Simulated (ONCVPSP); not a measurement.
**Plane-wave convergence, ONCV potential for hydrogen**

hydrogen (H), optimised norm-conserving Vanderbilt (ONCV), made with ONCVPSP 4.0.1 (LDA (Perdew-Zunger), non-relativistic). Core none, reference 1s1. Waves: 1s: rc 1.10 bohr, ncon 3, nbas 6, qcut 4.7 1/bohr, 2 projectors, debl 0.7 Ha. Local part: polynomial inside 0.90 bohr (lpopt 5, dvloc0 0 Ha). Core correction: none.

For each optimised wave give the share of its norm inside rc, the residual kinetic energy above qcut (Ha) and the cutoffs (Ha) for errors of 10, 1, 0.1 and 0.01 mHa per electron.

```json
{"wave": "1s", "norm inside rc": "0.331", "residual KE": "1.9e-03", "10 mHa": "6.6", "1 mHa": "13.3", "0.1 mHa": "66.3", "0.01 mHa": "not reached"}
{"wave": "s projector 2", "norm inside rc": "0.157", "residual KE": "1.6e-03", "10 mHa": "6.5", "1 mHa": "12.3", "0.1 mHa": "34.3", "0.01 mHa": "113.8"}
```

The occupied waves need 13 Ha and 66 Ha for 1 and 0.1 mHa.
